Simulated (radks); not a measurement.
The numbers below are computed, except where a source is named.
The samarium ion Sm5+, 57 electrons, occupied as [Xe] 4f3 (the NIST ground configuration).

Level of theory: Dirac Kohn-Sham, BLYP, spin-unpolarised, spherical densities, finite nucleus; open shells are shared between the two j in proportion to 2j + 1; Fermi nuclear charge, rms radius 5.0819 fm (a radial shooting solver on a logarithmic mesh with Libxc functionals).

Energy parts (eV):
part                      energy
total                 -283795.72
kinetic                307728.14
electron-nucleus      -691109.76
Hartree                105964.55
exchange-correlation    -6378.66

Orbitals (lengths in bohr, moments of r in powers of bohr; <r^-3> diverges for s and p1/2):
orbital     occ.  eigenvalue (eV)  <r^-3>   <1/r>  small-component weight
1s1/2          2        -46706.01       -   68.81                5.31e-02
2s1/2          2        -7693.090       -   16.35                1.17e-02
2p1/2          2        -7296.415       -   16.33                1.17e-02
2p3/2          4        -6693.541    8888   14.56                1.09e-02
3s1/2          2        -1747.857       -   5.942                3.65e-03
3p1/2          2        -1577.061       -   5.857                3.60e-03
3p3/2          4        -1455.063    1855   5.410                3.37e-03
3d3/2          4        -1158.462   309.1   5.284                3.25e-03
3d5/2          6        -1131.987   277.0   5.172                3.19e-03
4s1/2          2        -407.9455       -   2.495                1.17e-03
4p1/2          2        -342.1936       -   2.392                1.10e-03
4p3/2          4        -314.8090   417.9   2.243                1.02e-03
4d3/2          4        -206.2252   59.54   2.036                8.70e-04
4d5/2          6        -201.2361   52.77   1.999                8.49e-04
4f5/2    1.28571         -73.6658   8.119   1.568                5.47e-04
4f7/2    1.71429         -72.9489   7.895   1.555                5.41e-04
5s1/2          2        -103.9952       -   1.025                2.92e-04
5p1/2          2         -84.0866       -  0.9335                2.48e-04
5p3/2          4         -79.2770   73.40  0.8839                2.29e-04

The highest occupied level is 4f7/2 at -72.949 eV. The electron density at the nucleus is 5.335e+05 e/bohr^3. For comparison, the ionisation energy in NIST's Atomic Spectra Database is 87 eV (theoretical). In exact Kohn-Sham theory the highest level is minus the ionisation energy, but local and semilocal functionals leave it too shallow, through self-interaction and a potential that decays too fast; potentials with the right tail come closer.

Beside tabulated values, note that spin-unpolarised runs miss the spin-polarisation part of the exchange energy of open shells.
